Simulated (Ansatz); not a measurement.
Ansatz (a quantum-chemistry and plane-wave program) input for Ta(S)(Cl)(NH2)2 (ClH4N2STa), SMILES [NH2][Ta]([Cl])([NH2])=[S], multiplicity 1, B3LYP-D3(BJ)/def2-SVP. 

Ansatz 0.2 input:
```yaml
crystal:
  periodic: [false, false, false]
  atoms:
    - {symbol: Ta, position_ang: [-0.19164749, -0.01513510, -0.00000000]}
    - {symbol: S, position_ang: [1.51104467, -1.46943257, 0.00000000]}
    - {symbol: Cl, position_ang: [0.70300876, 2.02956509, -0.00000001]}
    - {symbol: N, position_ang: [-1.15752816, -0.51003994, -1.65734406]}
    - {symbol: H, position_ang: [-0.93146051, -1.26651374, -2.29642599]}
    - {symbol: H, position_ang: [-2.03464097, -0.10661833, -1.97719688]}
    - {symbol: N, position_ang: [-1.15752816, -0.51003992, 1.65734406]}
    - {symbol: H, position_ang: [-0.93146051, -1.26651373, 2.29642600]}
    - {symbol: H, position_ang: [-2.03464098, -0.10661831, 1.97719688]}
basis:
  gaussian:
    orbitals: def2-SVP
hamiltonian:
  xc: b3lyp
  dispersion: d3bj
relax: {f_tol: 0.002, max_steps: 200}
```

It prints:

```
WARN ansatz: RAYON_NUM_THREADS=1 ignored (pool sized by the plan → 1); use --threads N
Functional definition: B3LYP
integrals: 0.08 GiB planned
1227 factors; integrals over basis functions are off by at most 2.0e-4 eV
mean field: 0.59 GiB planned
mean field evaluation 1: about -27938.0147 eV, gradient 8.2e1 eV
mean field evaluation 2: about -27852.0635 eV, gradient 2.0e2 eV
mean field evaluation 4: about -27948.1742 eV, gradient 3.8e1 eV
mean field evaluation 8: about -27952.0351 eV, gradient 2.1e-1 eV
mean field evaluation 16: about -27952.0831 eV, gradient 8.9e-5 eV
mean field -27952.08309274 eV, -1027.2201070557 hartree, gradient 2.1e-5 eV, S^2 0.000000; 0 other end points of the search recorded, 0 dependent functions left out
the calculation of the forces begins
reference -27952.08340797 eV, -1027.2201186402 hartree; 32, 32 occupied and 84, 84 virtual orbitals, 1227 factors
relax step   1: F+E_penalty+E_count = -27952.57092850 eV  Δ(F+E_penalty+E_count) = +0.000e0 eV  max|allowed force component| = 3.988e0 eV/Å  Δτ_max = 0.0000 Å  (33 SCF iters, accepted)
these checks for a lower state are left out or cut short: starts, cluster_reference, orbital_swaps, neighbouring_geometries, increment
integrals: 0.08 GiB planned
1227 factors; integrals over basis functions are off by at most 2.2e-4 eV
mean field: 0.59 GiB planned
mean field -27952.33830338 eV, -1027.2294858738 hartree, gradient 2.0e-5 eV, S^2 0.000000; 0 other end points of the search recorded, 0 dependent functions left out
the calculation of the forces begins
reference -27952.33861571 eV, -1027.2294973516 hartree; 32, 32 occupied and 84, 84 virtual orbitals, 1227 factors
relax step   2: F+E_penalty+E_count = -27952.81913394 eV  Δ(F+E_penalty+E_count) = -2.482e-1 eV  max|allowed force component| = 1.584e0 eV/Å  Δτ_max = 0.1953 Å  (37 SCF iters, accepted)
these checks for a lower state are left out or cut short: starts, cluster_reference, orbital_swaps, neighbouring_geometries, increment
integrals: 0.08 GiB planned
1227 factors; integrals over basis functions are off by at most 2.3e-4 eV
mean field: 0.59 GiB planned
mean field evaluation 32: about -27952.3426 eV, gradient 1.3e-2 eV
mean field -27952.38406340 eV, -1027.2311675234 hartree, gradient 1.5e-5 eV, S^2 0.000000; 0 other end points of the search recorded, 0 dependent functions left out
the calculation of the forces begins
reference -27952.38437518 eV, -1027.2311789812 hartree; 32, 32 occupied and 84, 84 virtual orbitals, 1227 factors
relax step   3: F+E_penalty+E_count = -27952.86582089 eV  Δ(F+E_penalty+E_count) = -4.669e-2 eV  max|allowed force component| = 4.457e-1 eV/Å  Δτ_max = 0.1294 Å  (39 SCF iters, accepted)
these checks for a lower state are left out or cut short: starts, cluster_reference, orbital_swaps, neighbouring_geometries, increment
integrals: 0.08 GiB planned
1227 factors; integrals over basis functions are off by at most 2.5e-4 eV
mean field: 0.59 GiB planned
mean field -27952.37108641 eV, -1027.2306906279 hartree, gradient 9.0e-6 eV, S^2 0.000000; 0 other end points of the search recorded, 0 dependent functions left out
the calculation of the forces begins
reference -27952.37139974 eV, -1027.2307021426 hartree; 32, 32 occupied and 84, 84 virtual orbitals, 1227 factors
relax step   4: F+E_penalty+E_count = -27952.85307080 eV  Δ(F+E_penalty+E_count) = +1.275e-2 eV  max|allowed force component| = 7.372e-1 eV/Å  Δτ_max = 0.1306 Å  (34 SCF iters, rejected (line search))
these checks for a lower state are left out or cut short: starts, cluster_reference, orbital_swaps, neighbouring_geometries, increment
integrals: 0.08 GiB planned
1227 factors; integrals over basis functions are off by at most 2.3e-4 eV
mean field: 0.59 GiB planned
mean field -27952.39680065 eV, -1027.2316356087 hartree, gradient 1.7e-5 eV, S^2 0.000000; 0 other end points of the search recorded, 0 dependent functions left out
the calculation of the forces begins
reference -27952.39711249 eV, -1027.2316470686 hartree; 32, 32 occupied and 84, 84 virtual orbitals, 1227 factors
relax step   5: F+E_penalty+E_count = -27952.87841768 eV  Δ(F+E_penalty+E_count) = -1.260e-2 eV  max|allowed force component| = 3.004e-1 eV/Å  Δτ_max = 0.0653 Å  (33 SCF iters, accepted)
these checks for a lower state are left out or cut short: starts, cluster_reference, orbital_swaps, neighbouring_geometries, increment
integrals: 0.08 GiB planned
1227 factors; integrals over basis functions are off by at most 2.3e-4 eV
mean field: 0.59 GiB planned
mean field -27952.39963828 eV, -1027.2317398899 hartree, gradient 1.3e-5 eV, S^2 0.000000; 0 other end points of the search recorded, 0 dependent functions left out
the calculation of the forces begins
reference -27952.39995034 eV, -1027.2317513576 hartree; 32, 32 occupied and 84, 84 virtual orbitals, 1227 factors
relax step   6: F+E_penalty+E_count = -27952.88156839 eV  Δ(F+E_penalty+E_count) = -3.151e-3 eV  max|allowed force component| = 2.350e-1 eV/Å  Δτ_max = 0.0488 Å  (35 SCF iters, accepted)
these checks for a lower state are left out or cut short: starts, cluster_reference, orbital_swaps, neighbouring_geometries, increment
integrals: 0.08 GiB planned
1227 factors; integrals over basis functions are off by at most 2.2e-4 eV
mean field: 0.59 GiB planned
mean field evaluation 64: about -27952.3567 eV, gradient 4.6e-2 eV
mean field -27952.39929064 eV, -1027.2317271145 hartree, gradient 1.7e-5 eV, S^2 0.000000; 0 other end points of the search recorded, 0 dependent functions left out
the calculation of the forces begins
reference -27952.39960237 eV, -1027.2317385701 hartree; 32, 32 occupied and 84, 84 virtual orbitals, 1227 factors
relax step   7: F+E_penalty+E_count = -27952.88193768 eV  Δ(F+E_penalty+E_count) = -3.693e-4 eV  max|allowed force component| = 1.154e-1 eV/Å  Δτ_max = 0.0386 Å  (34 SCF iters, accepted)
these checks for a lower state are left out or cut short: starts, cluster_reference, orbital_swaps, neighbouring_geometries, increment
integrals: 0.08 GiB planned
1227 factors; integrals over basis functions are off by at most 2.2e-4 eV
mean field: 0.59 GiB planned
mean field -27952.40089649 eV, -1027.2317861284 hartree, gradient 1.4e-5 eV, S^2 0.000000; 0 other end points of the search recorded, 0 dependent functions left out
the calculation of the forces begins
reference -27952.40120832 eV, -1027.2317975877 hartree; 32, 32 occupied and 84, 84 virtual orbitals, 1227 factors
relax step   8: F+E_penalty+E_count = -27952.88325169 eV  Δ(F+E_penalty+E_count) = -1.314e-3 eV  max|allowed force component| = 7.142e-2 eV/Å  Δτ_max = 0.0249 Å  (34 SCF iters, accepted)
these checks for a lower state are left out or cut short: starts, cluster_reference, orbital_swaps, neighbouring_geometries, increment
integrals: 0.08 GiB planned
1227 factors; integrals over basis functions are off by at most 2.2e-4 eV
mean field: 0.59 GiB planned
mean field -27952.40118765 eV, -1027.2317968280 hartree, gradient 1.5e-5 eV, S^2 0.000000; 0 other end points of the search recorded, 0 dependent functions left out
the calculation of the forces begins
reference -27952.40149949 eV, -1027.2318082879 hartree; 32, 32 occupied and 84, 84 virtual orbitals, 1227 factors
relax step   9: F+E_penalty+E_count = -27952.88351546 eV  Δ(F+E_penalty+E_count) = -2.638e-4 eV  max|allowed force component| = 3.730e-2 eV/Å  Δτ_max = 0.0073 Å  (35 SCF iters, accepted)
these checks for a lower state are left out or cut short: starts, cluster_reference, orbital_swaps, neighbouring_geometries, increment
integrals: 0.08 GiB planned
1227 factors; integrals over basis functions are off by at most 2.2e-4 eV
mean field: 0.59 GiB planned
mean field -27952.40121673 eV, -1027.2317978967 hartree, gradient 1.5e-5 eV, S^2 0.000000; 0 other end points of the search recorded, 0 dependent functions left out
the calculation of the forces begins
reference -27952.40152851 eV, -1027.2318093543 hartree; 32, 32 occupied and 84, 84 virtual orbitals, 1227 factors
relax step  10: F+E_penalty+E_count = -27952.88356201 eV  Δ(F+E_penalty+E_count) = -4.656e-5 eV  max|allowed force component| = 2.025e-2 eV/Å  Δτ_max = 0.0035 Å  (37 SCF iters, accepted)
these checks for a lower state are left out or cut short: starts, cluster_reference, orbital_swaps, neighbouring_geometries, increment
integrals: 0.08 GiB planned
1227 factors; integrals over basis functions are off by at most 2.2e-4 eV
mean field: 0.59 GiB planned
mean field evaluation 96: about -27952.3585 eV, gradient 8.3e-4 eV
mean field -27952.40114581 eV, -1027.2317952904 hartree, gradient 1.5e-5 eV, S^2 0.000000; 0 other end points of the search recorded, 0 dependent functions left out
the calculation of the forces begins
reference -27952.40145761 eV, -1027.2318067491 hartree; 32, 32 occupied and 84, 84 virtual orbitals, 1227 factors
relax step  11: F+E_penalty+E_count = -27952.88357398 eV  Δ(F+E_penalty+E_count) = -1.196e-5 eV  max|allowed force component| = 1.088e-2 eV/Å  Δτ_max = 0.0043 Å  (37 SCF iters, accepted)
these checks for a lower state are left out or cut short: starts, cluster_reference, orbital_swaps, neighbouring_geometries, increment
integrals: 0.08 GiB planned
1227 factors; integrals over basis functions are off by at most 2.2e-4 eV
mean field: 0.59 GiB planned
mean field -27952.40118257 eV, -1027.2317966413 hartree, gradient 1.7e-5 eV, S^2 0.000000; 0 other end points of the search recorded, 0 dependent functions left out
the calculation of the forces begins
reference -27952.40149438 eV, -1027.2318081003 hartree; 32, 32 occupied and 84, 84 virtual orbitals, 1227 factors
relax step  12: F+E_penalty+E_count = -27952.88358089 eV  Δ(F+E_penalty+E_count) = -6.917e-6 eV  max|allowed force component| = 1.878e-3 eV/Å  Δτ_max = 0.0022 Å  (27 SCF iters, accepted)
integrals: 0.08 GiB planned
1227 factors; integrals over basis functions are off by at most 2.2e-4 eV
mean field: 0.59 GiB planned
mean field evaluation 128: about -27952.4012 eV, gradient 7.4e-5 eV
mean field -27952.40118257 eV, -1027.2317966413 hartree, gradient 1.7e-5 eV, S^2 0.000000; 1 other end points of the search recorded, 0 dependent functions left out
the calculation of the forces begins
reference -27952.40149438 eV, -1027.2318081003 hartree; 32, 32 occupied and 84, 84 virtual orbitals, 1227 factors
Total energy: -27952.88389271 eV, -1027.2495359118 hartree
Atom 0 at    -0.091608    -0.170958    -0.000000 Å, force    -0.000917    -0.000168     0.000000 eV/Å
Atom 1 at     1.573842    -1.565993     0.000000 Å, force    -0.000089     0.000503    -0.000000 eV/Å
Atom 2 at     0.587674     2.072333    -0.000000 Å, force     0.000112    -0.000254    -0.000000 eV/Å
Atom 3 at    -1.156951    -0.516892    -1.625560 Å, force     0.000554    -0.000640     0.001878 eV/Å
Atom 4 at    -0.930962    -1.180449    -2.364223 Å, force     0.000133     0.000003    -0.000626 eV/Å
Atom 5 at    -2.059467    -0.081023    -1.817735 Å, force    -0.000240     0.000597    -0.000155 eV/Å
Atom 6 at    -1.156951    -0.516892     1.625560 Å, force     0.000554    -0.000640    -0.001878 eV/Å
Atom 7 at    -0.930962    -1.180449     2.364223 Å, force     0.000133     0.000003     0.000626 eV/Å
Atom 8 at    -2.059467    -0.081023     1.817735 Å, force    -0.000240     0.000597     0.000155 eV/Å
Dipole moment:    -0.963814    -0.099990     0.000000 e Å
```

The calculation finished and met its thresholds.

Cost: roughly 90 core-seconds.
